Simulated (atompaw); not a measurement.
**Logarithmic derivatives: Ru, PAW (atompaw)**

Ru (Z = 44), PAW, made with atompaw 4.2.0.5 (PBE, scalar-relativistic). Core [Ar] 3d10, reference 4s2 4p6 4d5 5s0 5p0 (charge +3). Waves: 4s (bound): rc 1.35 bohr; 5s (bound, empty): rc 2.05 bohr; 4p (bound): rc 1.75 bohr; 5p (bound, empty): rc 2.05 bohr; 4d (bound): rc 2.05 bohr; 4d channel at -0.3 Ry: rc 2.05 bohr. Local part: troulliermartins scheme with l = 3 at 1 Ry, radius 1.95 bohr. Core correction: smooth core density matched at 1.55 bohr. Augmentation charge: besselshape compensation charge, radius 1.65 bohr; PAW radius 2.05 bohr; waves and projectors: custom polynom2 7 10 vanderbiltortho.

The phase is arctan(r·u′/u) with u = r·R(r), unwrapped; energies in Ry, scanned from -10 to 5 Ry. A pole is an energy at which the radial function vanishes at the test radius. The pseudo phase is shifted by a multiple of π to meet the all-electron one at the reference energy, and phase errors are pseudo minus all-electron; the curves can meet again beyond the range given. Levels narrower than the energy grid can be missing from the lists of poles.

| channel | radius (bohr) | reference energy (Ry) | poles, all-electron | poles, pseudo | unbroken range about the reference energy with phases within 0.05 rad | phase error 1 Ry above the reference energy (rad) |
| --- | --- | --- | --- | --- | --- | --- |
| s | 2.05 | -2.11 | -8.00, 3.74 | -8.00, 3.00 | below 3.6 | -0.006 |
| p | 2.05 | -1.62 | -5.61 | -5.62, 4.91 | the whole range | -0.003 |
| d | 2.05 | -2.75 | -1.85 | -1.85 | the whole range | -0.000 |

Phases in the d channel:

```json
{"E (Ry)": "-10.00", "all-electron": "1.393", "pseudo": "1.392"}
{"E (Ry)": "-9.76", "all-electron": "1.389", "pseudo": "1.389"}
{"E (Ry)": "-9.52", "all-electron": "1.386", "pseudo": "1.386"}
{"E (Ry)": "-9.28", "all-electron": "1.383", "pseudo": "1.383"}
{"E (Ry)": "-9.04", "all-electron": "1.379", "pseudo": "1.379"}
{"E (Ry)": "-8.80", "all-electron": "1.375", "pseudo": "1.375"}
{"E (Ry)": "-8.56", "all-electron": "1.371", "pseudo": "1.371"}
{"E (Ry)": "-8.32", "all-electron": "1.367", "pseudo": "1.367"}
{"E (Ry)": "-8.08", "all-electron": "1.362", "pseudo": "1.362"}
{"E (Ry)": "-7.84", "all-electron": "1.357", "pseudo": "1.357"}
{"E (Ry)": "-7.60", "all-electron": "1.352", "pseudo": "1.352"}
{"E (Ry)": "-7.36", "all-electron": "1.346", "pseudo": "1.346"}
{"E (Ry)": "-7.12", "all-electron": "1.339", "pseudo": "1.339"}
{"E (Ry)": "-6.88", "all-electron": "1.332", "pseudo": "1.332"}
{"E (Ry)": "-6.64", "all-electron": "1.324", "pseudo": "1.324"}
{"E (Ry)": "-6.40", "all-electron": "1.315", "pseudo": "1.315"}
{"E (Ry)": "-6.16", "all-electron": "1.305", "pseudo": "1.305"}
{"E (Ry)": "-5.92", "all-electron": "1.294", "pseudo": "1.294"}
{"E (Ry)": "-5.68", "all-electron": "1.281", "pseudo": "1.281"}
{"E (Ry)": "-5.44", "all-electron": "1.266", "pseudo": "1.266"}
{"E (Ry)": "-5.20", "all-electron": "1.248", "pseudo": "1.248"}
{"E (Ry)": "-4.96", "all-electron": "1.226", "pseudo": "1.225"}
{"E (Ry)": "-4.72", "all-electron": "1.198", "pseudo": "1.198"}
{"E (Ry)": "-4.48", "all-electron": "1.161", "pseudo": "1.161"}
{"E (Ry)": "-4.24", "all-electron": "1.112", "pseudo": "1.112"}
{"E (Ry)": "-4.00", "all-electron": "1.041", "pseudo": "1.041"}
{"E (Ry)": "-3.76", "all-electron": "0.927", "pseudo": "0.927"}
{"E (Ry)": "-3.52", "all-electron": "0.722", "pseudo": "0.722"}
{"E (Ry)": "-3.28", "all-electron": "0.305", "pseudo": "0.305"}
{"E (Ry)": "-3.04", "all-electron": "-0.410", "pseudo": "-0.410"}
{"E (Ry)": "-2.80", "all-electron": "-0.984", "pseudo": "-0.984"}
{"E (Ry)": "-2.56", "all-electron": "-1.270", "pseudo": "-1.270"}
{"E (Ry)": "-2.32", "all-electron": "-1.420", "pseudo": "-1.420"}
{"E (Ry)": "-2.08", "all-electron": "-1.511", "pseudo": "-1.511"}
{"E (Ry)": "-1.84", "all-electron": "-1.573", "pseudo": "-1.573"}
{"E (Ry)": "-1.60", "all-electron": "-1.620", "pseudo": "-1.620"}
{"E (Ry)": "-1.36", "all-electron": "-1.658", "pseudo": "-1.658"}
{"E (Ry)": "-1.12", "all-electron": "-1.691", "pseudo": "-1.691"}
{"E (Ry)": "-0.88", "all-electron": "-1.720", "pseudo": "-1.720"}
{"E (Ry)": "-0.64", "all-electron": "-1.748", "pseudo": "-1.748"}
{"E (Ry)": "-0.40", "all-electron": "-1.775", "pseudo": "-1.775"}
{"E (Ry)": "-0.16", "all-electron": "-1.804", "pseudo": "-1.804"}
{"E (Ry)": "0.08", "all-electron": "-1.834", "pseudo": "-1.834"}
{"E (Ry)": "0.32", "all-electron": "-1.867", "pseudo": "-1.867"}
{"E (Ry)": "0.56", "all-electron": "-1.904", "pseudo": "-1.904"}
{"E (Ry)": "0.80", "all-electron": "-1.948", "pseudo": "-1.947"}
{"E (Ry)": "1.04", "all-electron": "-2.000", "pseudo": "-2.000"}
{"E (Ry)": "1.28", "all-electron": "-2.065", "pseudo": "-2.065"}
{"E (Ry)": "1.52", "all-electron": "-2.148", "pseudo": "-2.148"}
{"E (Ry)": "1.76", "all-electron": "-2.260", "pseudo": "-2.259"}
{"E (Ry)": "2.00", "all-electron": "-2.412", "pseudo": "-2.411"}
{"E (Ry)": "2.24", "all-electron": "-2.624", "pseudo": "-2.623"}
{"E (Ry)": "2.48", "all-electron": "-2.909", "pseudo": "-2.907"}
{"E (Ry)": "2.72", "all-electron": "-3.247", "pseudo": "-3.244"}
{"E (Ry)": "2.96", "all-electron": "-3.574", "pseudo": "-3.571"}
{"E (Ry)": "3.20", "all-electron": "-3.836", "pseudo": "-3.833"}
{"E (Ry)": "3.44", "all-electron": "-4.028", "pseudo": "-4.025"}
{"E (Ry)": "3.68", "all-electron": "-4.165", "pseudo": "-4.163"}
{"E (Ry)": "3.92", "all-electron": "-4.265", "pseudo": "-4.263"}
{"E (Ry)": "4.16", "all-electron": "-4.340", "pseudo": "-4.339"}
{"E (Ry)": "4.40", "all-electron": "-4.399", "pseudo": "-4.397"}
{"E (Ry)": "4.64", "all-electron": "-4.445", "pseudo": "-4.444"}
{"E (Ry)": "4.88", "all-electron": "-4.483", "pseudo": "-4.481"}
```
